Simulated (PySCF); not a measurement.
Structure problem from calculated spectra and properties.

Formula: BrGeH5OSi.

- Triplet: lowest triplet excitation (Tamm–Dancoff): 5.90 eV [TDA CAM-B3LYP/def2-SVPD]
- Valence photoelectron: vertical ionisation energy: 10.70 eV [ΔSCF CAM-B3LYP/def2-SVPD]
- UV, strongest line: among the 10 lowest singlet transitions: S10 at 8.02 eV (155 nm, f = 0.119) [TDDFT CAM-B3LYP/def2-SVPD]
- Polarisability: 80.8 au [CAM-B3LYP/def2-SVPD]
- Dipole: 1.34 D [CAM-B3LYP/def2-SVPD]
- UV, first state: lowest singlet excitation: 6.41 eV (193 nm, f = 0.022) [TDDFT CAM-B3LYP/def2-SVPD]
- Rotational structure: rotational constants A, B, C: 2.975, 1.194, 0.875 GHz [PBE0-D3(BJ)/def2-SVP]
- XPS: Si2p3/2 107.5, O1s 537.7, Si1s 1847.4 eV [ΔSCF SCAN, pcX-2 on the ionised atom, pcseg-1 elsewhere, spin-free X2C, 2p3/2 from a spin–orbit splitting computed afterwards within the 2p shell]

The electronic properties come from PySCF, for the isolated species, density fitting. Levels stand in brackets. The structure is a single PBE0-D3(BJ)/def2-SVP conformer in the gas phase; no vibrational or solvent corrections. The calculation (core ionisation apart) is non-relativistic and has no spin–orbit coupling, an omission that weighs most on bromine and germanium.

Question: What is the compound? Reason from the data.

Answer: Numbering: `[SiH3:1][O:2][GeH2:3][Br:4]`. The core levels belong to: Si2p3/2 107.5 eV, oxygen-bound silicon [Si1]; O1s 537.7 eV, oxygen bonded to Ge and Si [O2]; Si1s 1847.4 eV, oxygen-bound silicon [Si1]. No core level of Br or Ge was computed. The first electron is taken from the HOMO, whose largest Löwdin shares are 0.71 on the bromine bonded to Ge, 0.12 on the germanium bonded to Br, O and 2 H, 0.06 on a Ge–H hydrogen and 0.04 on a Ge–H hydrogen. The optimised geometry has point group C1 and is an asymmetric top. Structure: `[SiH3][O][GeH2][Br]`. Computed isomers that give other values at the same levels: `[GeH3][O][SiH2]Br` (rotational constant A: 4.253 GHz; this holds for the one conformer computed). The assignments are read from this structure; whether some other isomer fits the data as well wasn't checked.

Conformer computed: `[SiH3:1][O:2][GeH2:3][Br:4]`: Si1–O2–Ge3–Br4 -35°.
